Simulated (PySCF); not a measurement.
A structure optimised at PBE-D3(BJ)/def2-SVP, used in a PySCF frequency run:

```xyz
12

Sn     0.3015     0.3353     0.3038
C      1.6832    -1.1326    -0.4928
O     -1.4212     0.2310    -0.7542
C     -2.1720    -0.9570    -0.7016
H      0.7937     1.9666     0.0336
H     -0.0933     0.0159     1.9670
H      1.2419    -2.1442    -0.4121
H      2.6310    -1.1037     0.0789
H      1.8883    -0.9050    -1.5559
H     -3.0910    -0.8245    -1.3162
H     -1.6354    -1.8493    -1.1150
H     -2.5102    -1.2313     0.3304
```

**Question.** Write its SMILES and formula.

**Answer.** C[O][SnH2][CH3], C2H8OSn

**Question.** What are its rotational constants (standard atomic weights)?

**Answer.** 6.2516, 2.6421, 2.0534 GHz
